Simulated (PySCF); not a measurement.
**Ionisation energy of Tm³³⁺ by level of theory**

Tm³³⁺ [Kr] → Tm³⁴⁺ [Ar] 3d10 4s2 4p5 [4p1/2^2 4p3/2^3, M_J = 3/2], as a difference of total energies. Calculation: PySCF 2.14, in an even-tempered Gaussian basis (17 s from 3.3 bohr⁻², ratio 2.8; 14 p from 4.3 bohr⁻², ratio 2.8; 8 d from 7.6 bohr⁻², ratio 2.8; 4 f from 22 bohr⁻², ratio 3); the two-component X2C-1e Hamiltonian. Correlated levels: [Ne] frozen; the 80 highest virtual spinors dropped. "Screened" scales the spin-orbit matrix elements by Boettger's factors to mimic the two-electron term; Breit and QED terms are absent.

Q: Order these methods by the ionisation energy they give, lowest first.
A. GMP2 (screened spin-orbit)
B. GMP2 (spin-free)
C. GHF (spin-free)
D. GHF (screened spin-orbit)

A: D (1437.6 eV), A (1439.0 eV), C (1457.3 eV), B (1458.7 eV).

Breit and QED terms and the two-electron picture change are absent.

The spin-free rows lack the spin-orbit shift.

For comparison: 1442 ± 5 eV (theoretical estimate listed by NIST; NIST Atomic Spectra Database, ionization energies).
